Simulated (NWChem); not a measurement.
Molecule: AlH, singlet; SMILES [AlH]

Program: NWChem. Low-valent species are run as closed-shell singlets; no triplet was tried in these runs. Coordinates come from a PBE0/def2-SVP optimisation. Vertical excitations in the gas phase.

Task: What does the run give for PBE/def2-SVP, TDA? Quantities: lowest excitation, singlet (eV); oscillator strength of that lowest state; orbital gap (eV).

Result: 
```json
{
  "lowest excitation, singlet (eV)": "2.91",
  "oscillator_strength_of_that_lowest_state": "0.067",
  "orbital gap (eV)": "2.32"
}
```
